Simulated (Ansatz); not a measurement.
Consider the cleavage of the Si–P bond: `[SiH3]P[SiH3]` + `CB(C)N` → `CB(C)N[SiH3]` + `[SiH3]P`.

Program: Ansatz. Geometries: PBE0-D4/def2-TZVP. ΔE: electronic, gas phase. CBS: MP2 limit from def2 TZ/QZ plus the TZ coupled-cluster correction, frozen cores. This one scheme is used for every species. Functionals use def2-TZVPP. B3LYP here is the variant with VWN-RPA as its local correlation; programs differ in this. HSE06 is defined as in plane-wave codes. One conformer a species, not always the lowest.

```tsv
level	ΔE (kJ/mol)
PBE0-D4	0.3
B3LYP-D4	-11.1
PBE-QIDH	-6.2
HSE06	0.4
BHLYP	-17.3
RPA@PBE/def2-TZVPP	-16.6
HF/def2-SVP	-21.3
CCSD/def2-TZVPP	-15.4
```

Task: What does CCSD(T)/CBS give? (Best estimate.)

Result: Ansatz gave: -10.6 kJ/mol. The listed levels differ from it by 10.9, -0.5, 4.4, 11.0, -6.7, -6.0, -10.7, -4.8 kJ/mol.

Task: What do rigid-rotor, harmonic-oscillator terms from PBE0-D4/def2-TZVP frequencies (298.15 K, 1 bar) make of the CCSD(T)/CBS value? (An estimate is asked.)

Result: Computed: ΔZPE = -6.9 kJ/mol, ΔH = -17.5 kJ/mol, ΔS = 1 J/(mol·K), ΔG = -17.8 kJ/mol.

Largest T1 diagnostic among the species: 0.013.

From BLYP to BHLYP (50 % exact exchange), in def2-TZVPP and without D4, ΔE moves by −8.3 kJ/mol. Leaving LDA and LC-ωPBE aside and taking each functional with its dispersion term where it has one, the values, not all of them listed here, spread over 20.3 kJ/mol, from CAM-B3LYP-D4 to PBE-D4. LDA lies −3.9 kJ/mol from PBE without D4. In def2-TZVPP, CCSD(T) changes the Hartree–Fock value by +12.6 kJ/mol (the triples alone add +2.5 kJ/mol) and MP2 by +13.2 kJ/mol.
